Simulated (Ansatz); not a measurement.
Ansatz (a quantum-chemistry and plane-wave program) input for C4H7FO, SMILES C(C)O/C=C\F, PBE0/def2-SVPD. Geometry optimised at B3LYP-D3(BJ)/def2-SVP. The structure was generated by enumeration; whether it is a known compound was not checked. Other conformers were not sampled.

Ansatz 0.2 input:
```yaml
crystal:
  periodic: [false, false, false]
  atoms:
    - {symbol: C, position_ang: [0.27024047, -2.54534413, 0.00000000]}
    - {symbol: C, position_ang: [0.40906556, -1.03784045, -0.00000000]}
    - {symbol: O, position_ang: [-0.90721991, -0.48092409, -0.00000000]}
    - {symbol: C, position_ang: [-1.06319615, 0.85479108, 0.00000000]}
    - {symbol: C, position_ang: [-0.16899131, 1.85262637, -0.00000000]}
    - {symbol: F, position_ang: [1.17206226, 1.69159678, -0.00000000]}
    - {symbol: H, position_ang: [1.26419677, -3.01866476, -0.00000000]}
    - {symbol: H, position_ang: [-0.27854649, -2.88516414, -0.89168924]}
    - {symbol: H, position_ang: [-0.27854649, -2.88516414, 0.89168923]}
    - {symbol: H, position_ang: [0.95937266, -0.68534227, -0.88890790]}
    - {symbol: H, position_ang: [0.95937266, -0.68534227, 0.88890790]}
    - {symbol: H, position_ang: [-2.11917917, 1.13855830, -0.00000000]}
    - {symbol: H, position_ang: [-0.48018229, 2.89874376, 0.00000001]}
basis:
  gaussian:
    orbitals: def2-SVPD
hamiltonian:
  xc: {name: PBE0}
```

Output:

```
WARN ansatz: RAYON_NUM_THREADS=2 ignored (pool sized by the plan → 2); use --threads N
Functional definition: PBE0
integrals: 0.11 GiB planned
1494 factors; their error is unknown
mean field: 0.99 GiB planned
mean field evaluation 1: about -9003.4831 eV, gradient 4.9e1 eV
mean field evaluation 2: about -9002.1253 eV, gradient 5.5e1 eV
mean field evaluation 4: about -9008.8565 eV, gradient 3.1e0 eV
mean field evaluation 8: about -9008.8575 eV, gradient 3.1e-1 eV
mean field evaluation 16: about -9008.8577 eV, gradient 6.5e-5 eV
mean field -9008.85773845 eV, -331.0694154651 hartree, gradient 6.5e-5 eV, S^2 0.000000; 0 other end points of the search recorded, 0 dependent functions left out
reference -9008.85777458 eV, -331.0694167927 hartree; 24, 24 occupied and 158, 158 virtual orbitals, 1494 factors
Total energy: -9008.85777458 eV, -331.0694167927 hartree
```

The calculation finished and met its thresholds.
